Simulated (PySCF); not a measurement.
Two structures of GeH5, doublet, reached by relaxing down either side of one saddle point (PBE0-D4/def2-TZVP). Energies are electronic, without zero-point energy. Program: PySCF 2.14 with density fitting (its default auxiliary sets; JK sets also for MP2 and CCSD(T)). Basis: def2-TZVPP and def2-QZVPP. Cores are frozen in the correlated methods; orbitals are unrestricted. Filled d shells of the heavier atoms are correlated. The def2 sets are not built for correlating such inner shells, so the correlated values are less sure here. Extrapolation: Hartree–Fock as exp(−7.88 √X), correlation as X^−2.97. First:

H1  (0.001, -0.765, -0.262)
Ge2  (-0.011, 0.700, 0.194)
H3  (0.056, -3.498, -0.971)
H4  (-1.347, 1.345, -0.197)
H5  (1.140, 1.456, -0.483)
H6  (0.161, 0.763, 1.717)
(Å)

Second:

```xyz
6
angstrom
H -0.0395 -2.3281 -0.5167
Ge 0.0044 1.0386 0.1079
H -0.0176 -3.0740 -0.5511
H -1.3399 1.7385 -0.1570
H 1.1760 1.8337 -0.4954
H 0.2165 0.7881 1.6111
```

(1) Which bonds change from the first to the second?

(2) Give the saddle point's structure and its height above each. (An estimate is asked for; the value comes from the calculation.)

T1 diagnostic: at most 0.013. ⟨S²⟩ of the unrestricted Hartree–Fock references: 0.75 to 0.76 (a pure state has 0.75). The start structure is not quite a true minimum (one mode of 27i cm⁻¹). The end structure is not quite a true minimum (one mode of 32i cm⁻¹).

Results:

(1) GeH₄ + H → GeH₃ + H₂; bonds formed: H1–H3; bonds broken: H1–Ge2.

(2) By the calculation: 11.6 kJ/mol above the first and 88.2 kJ/mol above the second (CCSD(T) at an estimated basis limit (MP2 extrapolated from triple and quadruple zeta, plus CCSD(T) − MP2 in triple zeta)).
H1  (0.001, -1.006, -0.291)
Ge2  (-0.002, 0.503, 0.142)
H3  (0.011, -2.456, -0.696)
H4  (-1.337, 1.141, -0.267)
H5  (1.157, 1.231, -0.554)
H6  (0.170, 0.587, 1.665)
(Å)

Radical steps of this kind take place in plasma deposition and etching.

For scale, one of the runs: CCSD(T)/def2-TZVPP, 118 basis functions, launched by `OMP_NUM_THREADS=4 python run.py`. Hardware: 4 CPU threads of a Oxide Virtual Turin-like, shared host. Wall time 2.1 min; peak host memory 0.72 GiB.
